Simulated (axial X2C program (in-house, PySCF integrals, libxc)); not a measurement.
Curves of GaSe by EOM-IP-CCSD

Computed with an axial X2C code built on PySCF integrals: two-component X2C with atomic mean-field Coulomb and Gaunt terms, Gaussian nuclei, basis Se dyall-acv3z, Ga dyall-acv3z with contracted cores.

Energies in eV from the lowest point of the lowest state; states are followed by energy order within each Ω. Reference: GaSe⁻, 20 electrons correlated in 82 virtual spinors with an MP2 remainder; levels at this size can be off by some tenths of an eV. Masses 79.917 and 68.926 u.

```
R (Å)  (1)Ω=1/2  (1)Ω=3/2  (2)Ω=1/2  (3)Ω=1/2
2.080    0.1171    0.9447    1.1480    4.3630
2.171    0.0000    0.5040    0.7109    4.1170
2.261    0.0102    0.2401    0.4561    4.0506
2.363    0.0986    0.0942    0.3409    4.1355
2.465    0.1831    0.0614    0.4010    4.3438
2.600    0.2956    0.1356    0.6407    4.7496
```

T1 of the reference reaches 0.020 (Lee–Taylor). Curves followed by order can swap character. Number of frozen shells: Se 3 s, 2 p, 1 d; Ga 3 s, 2 p. Roots with under 60 % one-particle weight at any point are counted in the labels but not shown, and the list ends where the roots sought for some Ω run out; states that need a further excitation are missing and may lie low or lowest. Curves with a minimum but no constants failed the fit check.
